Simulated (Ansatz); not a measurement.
Species: CH₂S, charge 0, multiplicity 1. SMILES: C=S
Geometry from a B3LYP-D3(BJ)/def2-TZVP (Ansatz, an electronic-structure program) optimisation:
```
C
H 1 1.0888
H 1 1.0888 2 115.51
S 1 1.6055 2 122.25 3 -180.00
```
Charge 0, spin multiplicity 1.

Quantity: vertical triplet-singlet gap, E(triplet) - E(singlet), in eV. Set-up: open shells spin-unrestricted; each state is the SCF solution reached for its charge and spin; spin-orbit terms left out; six Cartesian d functions in 6-31G* and its kin unless marked 5d; non-relativistic; dispersion terms only where a functional's name holds one; 6-311+G** with 5d, 6d on Na to Ar in Ansatz. Ab initio and DFT rows: single points at B3LYP-D3(BJ) geometries (Ansatz). Levels can end on unlike triplets.

```json
[
 {"level": "B3LYP/STO-3G", "program": "Ansatz", "vertical triplet-singlet gap, E(triplet) - E(singlet) (eV)": "1.82"},
 {"level": "B3LYP/3-21G", "program": "Ansatz", "vertical triplet-singlet gap, E(triplet) - E(singlet) (eV)": "1.98"},
 {"level": "B3LYP/6-31G*", "program": "Ansatz", "vertical triplet-singlet gap, E(triplet) - E(singlet) (eV)": "1.89"},
 {"level": "B3LYP/6-311+G**", "program": "Ansatz", "vertical triplet-singlet gap, E(triplet) - E(singlet) (eV)": "1.81"},
 {"level": "B3LYP/def2-TZVPD", "program": "Ansatz", "vertical triplet-singlet gap, E(triplet) - E(singlet) (eV)": "1.74"}
]
```

No value to compare with is used here. The 4 habitual levels span 1.81 (B3LYP/6-311+G**) to 1.98 eV (B3LYP/3-21G); B3LYP/def2-TZVPD gives 1.74.

The sets are all those run for this method; left out are runs that failed, that the program found above a lower state of the same kind, or whose <S^2> lies over 0.5 above the pure value.
